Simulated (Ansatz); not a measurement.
`F[SiH2]F` + `F[SiH](F)S` → `F[SiH2]S[SiH](F)F` + H–F at 298.15 K and 1 bar (ligand exchange at the Si–F bond).

Program: Ansatz. Geometries: PBE0-D4/def2-TZVP. ΔE: electronic, gas phase. CCSD(T)/CBS adds triple-zeta CCSD(T) − MP2 to the extrapolated MP2 energy (def2 sets, frozen cores). This one scheme is used for every species. One conformer a species, not always the lowest.

```json
{"species": "`F[SiH2]F`", "CCSD(T)/CBS energy (Eh)": "-489.99391", "H − E (kJ/mol)": "72.3", "S (J/(mol·K))": "262.5"}
{"species": "`F[SiH](F)S`", "CCSD(T)/CBS energy (Eh)": "-887.80771", "H − E (kJ/mol)": "81.0", "S (J/(mol·K))": "314.2"}
{"species": "`F[SiH2]S[SiH](F)F`", "CCSD(T)/CBS energy (Eh)": "-1277.37540", "H − E (kJ/mol)": "124.3", "S (J/(mol·K))": "389.9"}
{"species": "H–F", "CCSD(T)/CBS energy (Eh)": "-100.39570", "H − E (kJ/mol)": "33.5", "S (J/(mol·K))": "173.6"}
```

H − E and S are ideal-gas, rigid-rotor, harmonic terms from PBE0-D4/def2-TZVP, for one conformer and one mirror image of each species. 1 Eh = 2625.50 kJ/mol, R = 8.31446 J/(mol·K).

By hand: ΔE, ΔH, ΔS and ΔG.

ΔE = (-1277.37540) + (-100.39570) − (-489.99391) − (-887.80771) = 0.03052 Eh = 80.1 kJ/mol. Δ(H − E) = 124.3 + 33.5 − 72.3 − 81.0 = 4.5, so ΔH = 84.6 kJ/mol. ΔS = 389.9 + 173.6 − 262.5 − 314.2 = -13.2 J/(mol·K). ΔG = 84.6 − 298.15 × (-13.2)/1000 = 88.5 kJ/mol.

By hand: the equilibrium constant, and the temperature at which ΔG would vanish if ΔH and ΔS stayed fixed.

log₁₀ K = −ΔG/(RT ln 10) = -15.5. ΔH and −TΔS have one sign here, so there is no such temperature.

The number of gas molecules stays the same, so ΔS is small and ΔH decides. A doubt of 5 kJ/mol in ΔE shifts log₁₀ K by 0.9 here. Other conformers and mirror images would add mixing entropy, several J/(mol·K) or more a flexible species. Modes under 60 cm⁻¹, often nearly free rotors, make the harmonic entropy too high. These are equilibria of isolated gas molecules and say nothing of rates. Largest T1 diagnostic: 0.012 (customary marks: 0.02 for closed shells, 0.045 for open ones).
